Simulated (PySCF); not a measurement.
## Ionisation energy of B⁺ by level of theory

B⁺ [He] 2s2 (1S) → B²⁺ [He] 2s1 (2S), as a difference of total energies. Calculation: PySCF 2.14, in aug-cc-pVTZ-DK; scalar relativity by spin-free X2C-1e. Correlated levels: valence: 1s2 frozen. The calculations carry no spin-orbit coupling.

```csv
method,ionisation energy (eV),error (eV)
UHF,23.448,-1.707
MP2 (valence),24.428,-0.727
SCS-MP2 (valence),24.624,-0.531
CCSD (valence),25.075,-0.080
```

Reference: 25.155 eV (measured; NIST Atomic Spectra Database, ionization energies).

Errors of the correlated levels include the incompleteness of this basis and the frozen core.

With two correlated electrons CCSD is exact in that space.
